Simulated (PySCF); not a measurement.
Species: C5H12BN.
SMILES with atom numbers: `[CH3:1][BH:2][N:3]1[CH2:4][CH2:5][CH2:6][CH2:7]1` (hydrogens: H8, H9, H10 on C1; H11 on B2; H12, H13 on C4; H14, H15 on C5; H16, H17 on C6; H18, H19 on C7)

Geometry (PBE0-D3(BJ)/def2-SVP, Å), atoms numbered from 1 in this order:
```
atom  x, y, z in Å
C1     2.8563    0.7629   -0.4968
B2     1.7049   -0.3062   -0.6539
N3     0.3853    0.0056   -0.3190
C4    -0.7512   -0.9029   -0.4355
C5    -1.9508    0.0236   -0.5717
C6    -1.5753    1.1597    0.3758
C7    -0.0692    1.3134    0.1550
H8     2.9616    1.0766    0.5571
H9     2.6251    1.6830   -1.0623
H10    3.8362    0.3980   -0.8355
H11    1.9105   -1.4295   -1.0698
H12   -0.6169   -1.5887   -1.2835
H13   -0.8553   -1.5208    0.4767
H14   -2.9049   -0.4624   -0.3215
H15   -2.0221    0.3973   -1.6070
H16   -2.1281    2.0920    0.1914
H17   -1.7783    0.8577    1.4164
H18    0.4582    1.6154    1.0749
H19    0.1457    2.0886   -0.6017
```

Level: PBE0/pcSseg-1 and PBE0/def2-SVPD in PySCF, non-relativistic, on one gas-phase PBE0-D3(BJ)/def2-SVP geometry that isn't relaxed in the solvent. The solvent is an IEF-PCM continuum (van der Waals radii × 1.2). The model holds no explicit solvent molecules, cavitation or dispersion.

Gas phase at PBE0/pcSseg-1: HOMO -6.92 eV, LUMO 0.54 eV, dipole 2.10 D.

Task: What does the continuum do to the energy, the frontier levels and the dipole at PBE0/pcSseg-1 in dichloromethane and water?

Result: 
| solvent | ε | E(solvent) − E(gas) (kcal/mol) | polarisation term (kcal/mol) | distortion of the solute (kcal/mol) | HOMO (eV) | LUMO (eV) | dipole (D) |
| --- | --- | --- | --- | --- | --- | --- | --- |
| dichloromethane | 8.93 | -1.53 | -1.73 | 0.20 | -6.86 | 0.48 | 2.60 |
| water | 78.36 | -1.81 | -2.10 | 0.29 | -6.86 | 0.46 | 2.70 |

The polarisation term is half the interaction of the solute with the surface charges that it induces; the rest is the cost of distorting the solute's density. The sum is the electrostatic part of solvation alone. From dichloromethane to water the lowering changes by a factor 1.18, Onsager's factor (ε − 1)/(2ε + 1) by 1.17 and ε itself by 8.8.

Task: Which radius a makes the point-dipole formula ΔE = −[(ε − 1)/(2ε + 1)]·μ²/a³ give the value in water, with the gas-phase dipole?

Result: μ = 0.825 au and |ΔE| = 0.00288 Eh give a = 2.58 Å; the farthest nucleus lies 3.76 Å from the centroid of the nuclei, so such a sphere wouldn't even hold the nuclei. The formula assumes a rigid point dipole at the centre of a sphere.

Task: Give the dipole vector in the frame of the coordinates (D, pointing from negative to positive charge), gas and water.

Result: Gas (-1.89, 0.76, 0.48), solvent (-2.39, 1.07, 0.66). Its length changes by +29 % and its direction by 2°.

Task: Which Mulliken charges (PBE0/pcSseg-1) respond most in dichloromethane (means over atoms taken as equivalent)?

Result: 
```
          atoms                   environment  gas (e)  solvent (e)  change
            H11                  B–H hydrogen   -0.013       -0.037  -0.024
             C1     sp3 carbon bound to boron   -0.552       -0.565  -0.013
          C4/C7  sp3 carbon bound to nitrogen   +0.042       +0.035  -0.007
             B2        three-coordinate boron   +0.310       +0.304  -0.006
H12/H13/H18/H19            methylene hydrogen   +0.123       +0.129  +0.006
H14/H15/H16/H17            methylene hydrogen   +0.126       +0.132  +0.006
```

Gas phase at PBE0/def2-SVPD: HOMO -6.93 eV, LUMO 0.44 eV, dipole 1.99 D.

Task: What does the continuum do to the energy, the frontier levels and the dipole at PBE0/def2-SVPD in dichloromethane?

Result: 
```tsv
solvent	ε	E(solvent) − E(gas) (kcal/mol)	polarisation term (kcal/mol)	distortion of the solute (kcal/mol)	HOMO (eV)	LUMO (eV)	dipole (D)
dichloromethane	8.93	-1.49	-1.71	0.22	-6.85	0.40	2.51
```

Task: How does the static polarisability (PBE0/def2-SVPD, frozen core, with the continuum's full static response) change?

Result: 
| medium | isotropic (au) | principal values (au) | ⟨r²⟩ of the electrons (bohr²) |
| --- | --- | --- | --- |
| gas | 81.5 | 65.9, 81.0, 97.5 | 895.1 |
| dichloromethane | 105.1 | 88.1, 106.3, 121.0 | 895.1 |

The isotropic value in dichloromethane is 1.29 times the gas-phase one; no cavity-field correction is applied. ⟨r²⟩ is taken about the centre of nuclear charge.

The run took 26 s on an Arm Neoverse V2 with one thread, shared host with 96 logical CPUs at a one-minute load of 82, and the process peaked at 1.0 GiB of memory. This is the whole shielding run at PBE0/pcSseg-1 in water, SCF included.
